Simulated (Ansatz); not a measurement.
`C[O][Al]([F])[SH]`, charge 0, multiplicity 1.

(1) Give a relaxed structure at PBE0-D4/def2-TZVP (Ansatz 0.2.0). (Best estimate.)

## Answers

(1) Ansatz gave: 
Cartesian coordinates in Å:
```
C 0.690 -0.897 1.401
O -0.102 0.004 0.683
Al -0.359 0.488 -0.889
F 0.469 -0.176 -2.148
S -1.823 2.030 -1.276
H 1.352 -1.480 0.751
H 1.308 -0.355 2.123
H 0.053 -1.593 1.954
H -1.589 1.979 -2.599
```
Point group Cs.
This is one stationary point; other conformers may exist.
